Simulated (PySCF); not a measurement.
In(OH)(OMe)(NH2), SMILES C[O][In]([NH2])[OH] (CH6InNO2) at its CAM-B3LYP/def2-SVP optimised geometry (Å):

```
11

In    -0.9235    -0.2791     0.0000
O     -1.7562    -2.0774    -0.1854
H     -2.7106    -2.0467    -0.3230
O      1.0584    -0.2791     0.0000
C      1.8631    -1.4236    -0.0179
H      1.4048    -2.2849    -0.5394
H      2.8129    -1.1963    -0.5348
H      2.1233    -1.7623     1.0036
N     -1.8856     1.4917     0.0000
H     -1.3433     2.2849     0.3320
H     -2.8129     1.5221     0.4143
```

Computed with CAM-B3LYP/def2-TZVP, def2 effective core potentials past Kr run with PySCF. The core electrons that the potentials of In replace are not part of the density. Cells within 0.4 Å of a nucleus heavier than hydrogen are left out (blank, or x).

Map of the LUMO amplitude (bohr^(-3/2)) on the plane z = 0.0 Å; orbital energy -0.58 eV, overall sign arbitrary:

```
|666666666666666666666666666|
|666666677777666666666666666|
|666677777777776666666666666|
|666777777777777666666666666|
|667777777777777766666666666|
|677777777877777766666666666|
|777777788887777776666666666|
|777778888877777776666666666|
|777778888667777777666666666|
|77777776xx46777777766666666|
|77777763x046777777777666666|
|777777653468887777777766666|
|777777777789986677777766666|
|7777788899xx8752x9877766666|
|7777888899xx773xx9877766666|
|777788888889985247877666666|
|777788766689986668x76666666|
|77778774126888777xx56666666|
|77778874xx57887776555666666|
|77778877xx67777776666666666|
|777778888877777776666666666|
|777777788777777776666666666|
|677777777777777766666666666|
|667777777777777666666666666|
|666777777777666666666666666|
|666666777666666666666666666|
|666666666666666666666666666|
```
Scale: ten equal steps from -0.169 (start of '0') to 0.078 (end of '9'), in the order '0123456789'; x runs from -5.00 to 5.00, y from -5.00 (bottom) to 5.00 (top).
